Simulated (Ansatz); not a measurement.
Computed with Ansatz on PBE0-D4/def2-TZVP structures; ΔE is electronic, products minus reactants. CCSD(T)/CBS is the MP2 limit (def2-TZVPP, def2-QZVPP) plus CCSD(T) − MP2 in def2-TZVPP, frozen cores. This one scheme is used for every species. Functionals use def2-TZVPP. One conformer a species, not always the lowest.

Reaction (formal exchange of groups at a C–C bond): `CC(F)(CF)C(F)F` + `FCF` → `FC(F)C(F)F` + `CC(F)CF`

`CC(F)(CF)C(F)F`:

Cartesian coordinates in Å:
```
C 1.014 0.608 0.863
C -0.201 0.316 0.016
F -1.071 1.394 0.084
C 0.181 0.115 -1.434
F -0.914 -0.251 -2.185
C -0.998 -0.879 0.535
F -1.279 -0.719 1.846
F -0.248 -2.004 0.409
H 0.702 0.868 1.873
H 1.668 -0.264 0.912
H 1.571 1.446 0.440
H 0.937 -0.670 -1.520
H 0.572 1.055 -1.831
H -1.935 -1.014 -0.010
```

`FCF`:

Z-matrix (Å, degrees):
```
C
F 1 1.351
F 1 1.351 2 108.6
H 1 1.093 2 108.8 3 118.2
H 1 1.094 2 108.8 3 -118.2
```

`FC(F)C(F)F`:

Z-matrix (Å, degrees):
```
C
F 1 1.343
C 1 1.524 2 110.2
F 1 1.350 2 108.7 3 -118.9
H 1 1.095 2 109.1 3 122.2
F 3 1.350 1 108.6 2 68.1
F 3 1.343 1 110.2 2 -50.8
H 3 1.095 1 111.1 2 -171.9
```

`CC(F)CF`:

Z-matrix (Å, degrees):
```
C
C 1 1.508
H 1 1.092 2 110.7
H 1 1.090 2 109.8 3 -119.6
H 1 1.093 2 110.8 3 120.8
F 2 1.388 1 109.0 3 174.3
C 2 1.504 1 112.2 3 -65.4
H 2 1.096 1 111.2 3 57.1
F 7 1.377 2 110.8 1 171.7
H 7 1.095 2 109.9 1 52.1
H 7 1.095 2 110.0 1 -68.5
```

Q: Is it downhill or uphill in electronic energy at CCSD(T)/CBS, and by how much? (Estimate.)

A: Ansatz gave: Uphill: ΔE = +15.4 kJ/mol.

Q: What do these levels give: r2SCAN0-D4, CAM-B3LYP-D4, PBE-QIDH, revPBE, HF/def2-SVP, SCS-MP2/def2-QZVPP? (Best estimate.)

A: Computed: r2SCAN0-D4 12.2, CAM-B3LYP-D4 12.0, PBE-QIDH 12.5, revPBE 1.6, HF/def2-SVP 13.2, SCS-MP2/def2-QZVPP 14.9 kJ/mol.

Largest T1 diagnostic among the species: 0.012.

The D4 term adds +6.4 kJ/mol with B3LYP and +3.7 kJ/mol with PBE0; it sums over pairs of atoms, weighted by their polarisabilities, and B3LYP, whose exchange is more repulsive, gets the larger term. Leaving LDA and LC-ωPBE aside and taking each functional with its dispersion term where it has one, the values, not all of them listed here, spread over 4.1 kJ/mol, from PBE-D4 to ωB97M-V. LDA lies +7.2 kJ/mol from PBE without D4. In def2-TZVPP, CCSD(T) changes the Hartree–Fock value by +12.0 kJ/mol (the triples alone add +2.0 kJ/mol) and MP2 by +13.8 kJ/mol.

B3LYP here is the variant with VWN-RPA as its local correlation; programs differ in this.
